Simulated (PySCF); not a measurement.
SCF from a fresh guess for triplet NiH₃⁻, at the PBE0 minimum. PySCF input:

```python
from pyscf import gto, scf, dft
mol = gto.M(atom='''
Ni    -0.000000     0.000000    -0.016980
H      1.571467     0.000014     0.325374
H     -0.785746     1.360923     0.325374
H     -0.785721    -1.360937     0.325374''',
    basis={'Ni': 'def2-TZVPD', 'H': 'def2-TZVPD'},
    charge=-1, spin=2)
mf = dft.UKS(mol, xc='PBE0')
mf.grids.atom_grid = (50, 194)
aux = {'Ni': 'def2-universal-JKFIT', 'H': 'def2-universal-JKFIT'}
mf = mf.density_fit(auxbasis=aux)
mf.conv_tol = 1e-08
mf.diis_space = 10
mf.max_cycle = 60
mf.init_guess = 'minao'
mf.verbose = 4
mf.kernel()
```

Excerpt of the output (cycles alone):

```
init E= -1508.81835766593
cycle= 1 E= -1484.43897702566  delta_E= 24.4  |g|= 6.26  |ddm|= 18.7
cycle= 2 E= -1478.90336612142  delta_E= 5.54  |g|= 10.8  |ddm|= 20.8
cycle= 3 E= -1498.40921145796  delta_E= -19.5  |g|= 7.28  |ddm|= 8.32
cycle= 4 E= -1501.30147217731  delta_E= -2.89  |g|= 6.59  |ddm|= 3.51
cycle= 5 E= -1501.88649996839  delta_E= -0.585  |g|= 6.29  |ddm|= 0.266
cycle= 6 E= -1507.03583600414  delta_E= -5.15  |g|= 3.62  |ddm|= 3.65
cycle= 7 E= -1509.77087155698  delta_E= -2.74  |g|= 0.197  |ddm|= 1.72
cycle= 8 E= -1509.81280253291  delta_E= -0.0419  |g|= 0.151  |ddm|= 0.329
cycle= 9 E= -1509.8210198992  delta_E= -0.00822  |g|= 0.205  |ddm|= 0.15
cycle= 10 E= -1509.82369029081  delta_E= -0.00267  |g|= 0.208  |ddm|= 0.0454
cycle= 11 E= -1509.83296233815  delta_E= -0.00927  |g|= 0.145  |ddm|= 0.117
cycle= 12 E= -1509.84094472343  delta_E= -0.00798  |g|= 0.0155  |ddm|= 0.188
cycle= 13 E= -1509.84106933038  delta_E= -0.000125  |g|= 0.0108  |ddm|= 0.0207
cycle= 14 E= -1509.84110746024  delta_E= -3.81e-05  |g|= 0.00245  |ddm|= 0.0085
cycle= 15 E= -1509.84112336027  delta_E= -1.59e-05  |g|= 0.00365  |ddm|= 0.00704
cycle= 16 E= -1509.84113691071  delta_E= -1.36e-05  |g|= 0.00144  |ddm|= 0.00759
cycle= 17 E= -1509.84113984121  delta_E= -2.93e-06  |g|= 0.000203  |ddm|= 0.00472
cycle= 18 E= -1509.84113994874  delta_E= -1.08e-07  |g|= 8.05e-05  |ddm|= 0.000798
cycle= 19 E= -1509.84113998275  delta_E= -3.4e-08  |g|= 5.9e-05  |ddm|= 0.000275
cycle= 20 E= -1509.84114001941  delta_E= -3.67e-08  |g|= 5.03e-05  |ddm|= 0.000353
cycle= 21 E= -1509.84114006683  delta_E= -4.74e-08  |g|= 4.9e-05  |ddm|= 0.000678
cycle= 22 E= -1509.84114008463  delta_E= -1.78e-08  |g|= 2.24e-05  |ddm|= 0.00057
cycle= 23 E= -1509.84114008587  delta_E= -1.24e-09  |g|= 6.74e-06  |ddm|= 0.000152
Extra cycle  E= -1509.84114008582  delta_E= 5.57e-11  |g|= 2.24e-05  |ddm|= 1.25e-05
converged SCF energy = -1509.84114008582  <S^2> = 2.0138336  2S+1 = 3.0092082
```

No lower solution of this spin was found from smeared starts or by a stability analysis within the unrestricted form.

With open d or f shells other occupations or spin states may lie lower.

The search for the lowest solution, 3 starts and the stability check together, took 18 s on 2 threads of a shared Arm Neoverse N1 host, with 75 basis functions; the process peaked at 0.4 GiB.
